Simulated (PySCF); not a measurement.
# Spinor energies of Fe¹¹⁺ (iron, charge +11)

Start: [Ne] 3s2 3p3; 3p1/2 filled at m_j = -1/2, +1/2; 3p3/2 filled at m_j = +3/2. Calculated with PySCF 2.14 in an even-tempered Gaussian basis (20 s from 0.76 bohr⁻², ratio 2.4; 13 p from 0.98 bohr⁻², ratio 2.4; 5 d from 5 bohr⁻², ratio 2.6; 4 f from 7.5 bohr⁻², ratio 2.6): generalised Hartree-Fock with the X2C-1e Hamiltonian and a Gaussian nucleus; one run each with spin-orbit coupling (SO) switched off, then screened by Boettger's factors.

| spinor shell | electrons | ε, spin-free (eV) | ε, screened SO (eV) | weight of nominal j (screened SO) | rms radius, screened SO (bohr) |
| --- | --- | --- | --- | --- | --- |
| 1s1/2 | 2 | -7482.3 | -7482.2 | 1.000 | 0.0675 |
| 2s1/2 | 2 | -1183.4 | -1183.4 | 1.000 | 0.286 |
| 2p1/2 | 2 | -1049.4 | -1059.0 | 0.959 | 0.256 |
| 2p3/2 | 4 | -1049.4 | -1044.7 | 0.980 | 0.259 |
| 3s1/2 | 2 | -362.09 | -362.07 | 1.000 | 0.762 |
| 3p1/2 | 2 | -328.79 | -329.22 | 0.596 | 0.766 |
| 3p3/2 | 1 | -328.79 | -327.92 | 1.000 | 0.769 |

| quantity | spin-free | screened SO |
| --- | --- | --- |
| E (hartree) | -1222.39311 | -1222.42103 |
| M_J | 3/2 | 3/2 |
| ⟨J²⟩ | 3.750 | 3.751 |
| ⟨L²⟩ | 0.000 | 0.044 |
| ⟨S²⟩ | 3.750 | 3.688 |

Each row is a mean over spinors that exchange with the open shell spreads, by up to 22.638 eV (3s1/2).

Rows whose weight is well below 1 are mixtures of j = l ± 1/2: exchange outweighs spin-orbit coupling there, and the label is only the starting occupation.

Without spin-orbit coupling the j labels of p, d and f shells carry no meaning; the spin-free column gives the mean over the occupied spinors of each nl shell.
